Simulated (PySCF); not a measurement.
Ionisation energy along the 16-electron series

Calculated with PySCF 2.14 and a two-component X2C-1e Hamiltonian (Gaussian nucleus, no Breit or QED terms), each ion in its own even-tempered basis scaled to its charge; GMP2 freezes 1s2 and drops the highest virtual spinors. Values in eV. NIST values: (m) measured, (s) semi-empirical, (t) theoretical.

```tsv
ion	configuration	GHF (spin-free)	GMP2 (spin-free)	GHF (screened spin-orbit)	GMP2 (screened spin-orbit)	NIST
Ho⁵¹⁺	[Ne] 3s2 3p4	4746.1	4747.4	4695.9	4696.2	4693 ± 4 (t)
Er⁵²⁺	[Ne] 3s2 3p4	4924.3	4925.7	4869.8	4870.1	4866 ± 4 (t)
Tm⁵³⁺	[Ne] 3s2 3p4	5106.3	5107.6	5047.1	5047.5	5044 ± 5 (t)
```

Between Z = 67 and Z = 69 the GMP2 (screened spin-orbit) value grows as Z to the power 2.45.
